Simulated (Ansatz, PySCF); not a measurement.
Mo(NH)2(Cl)(NH2) (ClH4MoN3), SMILES [Mo]([NH2])([Cl])(=[NH])=[NH], multiplicity 1. Atoms are numbered in the order given.

```xyz
9

Mo    -0.0136     0.2152     0.0000
N     -0.8437     0.7095    -1.4400
H     -1.6166     1.1017    -1.9781
N     -0.8437     0.7095     1.4400
H     -1.6166     1.1017     1.9781
Cl     0.1886    -2.0917     0.0000
N      1.6957     1.1159     0.0000
H      2.1272     1.4987     0.8388
H      2.1272     1.4987    -0.8388
```
Charge 0, spin multiplicity 1.

Coordinates come from a r2SCAN-D4/def2-SVP optimisation. The multiplicity is an assumed one; other spin states were not compared. The def2 effective core potentials stand for the cores of Mo; spin–orbit coupling is left out. Other conformers were not sampled.

Two levels are set side by side: PBE-D3(BJ)/def2-SVP (Ansatz, a first-principles code) and r2SCAN-D4/def2-SVP (Ansatz). Each level has its own optimised geometry; the coordinates shown are those of the second. Frequencies come from the Hessian of PySCF at each geometry. Differences are taken from unrounded values.

| quantity | r2SCAN-D4 |
|---|---|
| mean bond length (Å) | 1.474 |
| bond Mo1–N2 (Å) | 1.734 |
| bond Mo1–N4 (Å) | 1.734 |
| bond Mo1–Cl6 (Å) | 2.316 |
| bond Mo1–N7 (Å) | 1.932 |
| bond N2–H3 (Å) | 1.020 |
| bond N4–H5 (Å) | 1.020 |
| bond N7–H8 (Å) | 1.018 |
| bond N7–H9 (Å) | 1.018 |
| highest harmonic wavenumber (cm⁻¹) | 3656 |
| mean harmonic wavenumber (cm⁻¹) | 1138 |
| zero-point energy (kcal/mol) | 34.17 |

Q: What does PBE-D3(BJ) give, and how far is it from r2SCAN-D4? (Estimate from the structure and the level; the computed values follow.)

A: 
```csv
quantity,PBE-D3(BJ),PBE-D3(BJ) minus r2SCAN-D4
mean bond length (Å),1.481,0.007
bond Mo1–N2 (Å),1.743,0.009
bond Mo1–N4 (Å),1.743,0.009
bond Mo1–Cl6 (Å),2.321,0.005
bond Mo1–N7 (Å),1.940,0.008
bond N2–H3 (Å),1.027,0.007
bond N4–H5 (Å),1.027,0.007
bond N7–H8 (Å),1.025,0.007
bond N7–H9 (Å),1.025,0.007
highest harmonic wavenumber (cm⁻¹),3574,-82
mean harmonic wavenumber (cm⁻¹),1111,-27
zero-point energy (kcal/mol),33.36,-0.80
```
